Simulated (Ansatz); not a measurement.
One change: `BCC1CO1` becomes `[SiH3]SC1CO1`.

Ansatz, PBE0-D4/def2-TZVP geometries, multiplicity 1. Each molecule was computed in one conformer, which needn't be the lowest.

```tsv
property	`BCC1CO1`
HOMO energy (PBE/def2-TZVPP) / eV	-6.16
LUMO energy (ωB97M-V/def2-TZVPP) / eV	0.54
size of the dipole moment (ωB97M-V/def2-TZVPP) / D	2.22
LUMO energy (B3LYP/def2-TZVPP) / eV	-1.64
HOMO energy (ωB97M-V/def2-TZVPP) / eV	-10.24
size of the dipole moment (PBE/def2-TZVPP) / D	2.10
```

Problem. Give the same properties after the change, and the shifts. (Best estimate.)

Solution. Computed: 
```tsv
property	`[SiH3]SC1CO1`	shift
HOMO energy (PBE/def2-TZVPP) / eV	-6.13	0.03
LUMO energy (ωB97M-V/def2-TZVPP) / eV	1.89	1.35
size of the dipole moment (ωB97M-V/def2-TZVPP) / D	1.31	-0.91
LUMO energy (B3LYP/def2-TZVPP) / eV	-0.08	1.56
HOMO energy (ωB97M-V/def2-TZVPP) / eV	-9.55	0.69
size of the dipole moment (PBE/def2-TZVPP) / D	1.26	-0.84
```

With PBE0 the HOMO rises by 0.46 eV and the LUMO rises by 1.52 eV, so the gap widens by about 1.06 eV. PBE moves the HOMO by 0.03 eV and ωB97M-V by 0.69 eV. Dipoles are sizes alone; their direction can turn.

B3LYP here is the variant with VWN-RPA as its local correlation; programs differ in this.
